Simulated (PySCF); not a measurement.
F4Te (SMILES F[Te](F)(F)F), singlet, geometry from GFN2-xTB (core potentials on Te). Base run: M06/def2-SVP (PySCF).

The PySCF input:
```python
from pyscf import gto, scf, dft

mol = gto.Mole()
mol.atom = '''
    Te   -0.00525174   -0.00164746    0.34667291
    F     1.02454800    1.41419135   -0.47863460
    F     1.41932470   -1.01478931   -0.48419716
    F    -1.00937631   -1.40943202   -0.52286492
    F    -1.40415301    1.01954865   -0.51730235
'''
mol.basis = 'def2-svp'
mol.ecp = {'Te': 'def2-svp'}
mol.verbose = 3
mol.build()

mf = dft.RKS(mol)
mf.xc = 'm06'
mf.kernel()
```

Variants of this job, named by their change:

| change | ΔE vs base (µEh) | grid points | electrons on the grid |
|---|---|---|---|
| base | 0.0 | 79008 | 59.99999 |
| grids.level = 2 | -89.5 | 60464 | 60.00001 |
| grids.level = 7 | -46.7 | 445920 | 60.00000 |
| grids.atom_grid = (75, 302) | -114 | 70160 | 60.00001 |
| grids.level = 1 | 1118 | 29232 | 60.00000 |
| grids.becke_scheme = stratmann | -9.6 | 79008 | 59.99997 |
| grids.atom_grid = (30, 110) | 7286 | 12264 | 59.99714 |
| small_rho_cutoff = 0 | 0.0 | 79008 | 59.99999 |
| grids.atom_grid = (50, 194) | -963 | 32616 | 59.99999 |
| grids.radi_method = gauss_chebyshev | 4.0 | 77280 | 59.99999 |
| grids.prune = off | -24.5 | 131832 | 59.99999 |
